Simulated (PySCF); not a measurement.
## Which determinant of CaSe lies lowest?

Unrestricted PBE0; basis Ca 6-31G(d,p), Se 6-31G(d,p); no relativity; PySCF 2.14. Outer shells of the fragments: Ca 4s2; Se 3d10 4s2 4p4.

Followed along the bond (rough minima from three points):

```
2Ms+1  unpaired  ⟨S²⟩ at the start  R at minimum (Å)  Te (eV)
    1      none               0.00              2.43     0.00
    3  σ ↑, π ↑               2.00              2.71     0.82
    1  σ ↓, π ↑               1.00              2.70     0.84
    3      σ ↑↑               2.00              2.59     1.48
```

Solutions found at the starting distance of 2.705 Å, counted from the lowest of them; the search is not exhaustive and high or unbound solutions are not listed, so other states can lie among these:

```csv
2Ms+1,unpaired,term,E (eV),⟨S²⟩,⟨Lz²⟩,μ (D)
1,none,¹Σ⁺,0.00,0.00,0.00,-11.27
3,"σ ↑, π ↑",³Π,0.46,2.00,1.01,-4.25
1,"σ ↓, π ↑",mixed,0.48,1.00,1.01,-4.27
3,σ ↑↑,³Σ⁺,1.17,2.00,0.00,-4.37
3,π ↑↑,mixed,2.03,2.00,2.01,-3.84
1,π ↑↓,mixed,2.07,1.01,2.01,-3.79
3,π ↑↑,mixed,2.07,2.00,2.01,-3.83
3,"π ↑, δ ↑",mixed,2.37,2.00,5.01,-8.04
1,"π ↑, δ ↓",mixed,2.38,1.01,5.01,-8.00
1,"π ↑, δ ↓",mixed,2.38,1.01,4.97,-7.98
```

A term symbol is given only where ⟨S²⟩ and ⟨Lz²⟩ are close to those of a pure state; real π, δ and φ orbitals otherwise mix terms. A positive dipole means Ca(−)Se(+).

Problem. Compare the gap between the two lowest followed solutions at the starting distance with the gap between their minima.

Solution. At PBE0 the second solution (triplet, unpaired electrons σ ↑, π ↑) lies +0.46 eV from the first (singlet, closed shell) at 2.705 Å and +0.82 eV at the minima; the two curves relax by different amounts, since their minima lie near 2.71 and 2.43 Å.

Counting both spins, an empty level lies below a filled one in some of these solutions, because spin and occupation are held.
